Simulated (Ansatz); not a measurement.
Nb₂S₂, relaxed as a singlet with RKS B3LYP-D4/def2-SVP in Ansatz, starting from the GFN2-xTB geometry. Force threshold 0.02 eV/Å.

In the def2 sets Nb takes a core potential; there is no spin–orbit coupling. The restricted singlet is unstable towards broken spin symmetry in Hartree–Fock (as tested in another run); at B3LYP-D4/def2-SVP this wasn't settled. No other spin state of charge 0 was run. Another isomer (singlet) lies 2.70 eV lower at PBE0-D4/def2-TZVP; other spin states weren't run for this one.

Start:

Cartesian coordinates in Å:
```
Nb 1.780 0.162 0.743
Nb -0.287 -1.915 0.071
S -1.137 0.969 0.508
S -0.356 0.784 -1.322
```

```tsv
step	energy (eV)	largest force component (eV/Å)	SCF passes
1	-24759.5214	4.679	256
2	-24762.2441	5.799	112
3	-24764.6035	3.025	59
4 (rejected)	-24764.5863	4.688	51
5	-24764.9651	0.702	46
6	-24764.9770	0.080	46
7	-24764.9773	0.028	39
8	-24764.9774	0.001	37
```

Force components are those of the run's own axes.

End:

```xyz
4

Nb    1.373   -0.004    0.586
Nb   -0.104   -1.486    0.106
S    -1.046    0.842    0.617
S    -0.223    0.647   -1.309
```

By distances, no bond broke or formed. The bond that changes most is Nb2–S3, from 3.04 to 2.56 Å (atoms count from 1). A close non-bonded pair moves further: Nb1–Nb2, from 3.01 to 2.15 Å.

No frequencies were taken in this run, so the end may be a saddle point.

It took 27 s on 4 threads of Arm Neoverse V1 on a shared host.
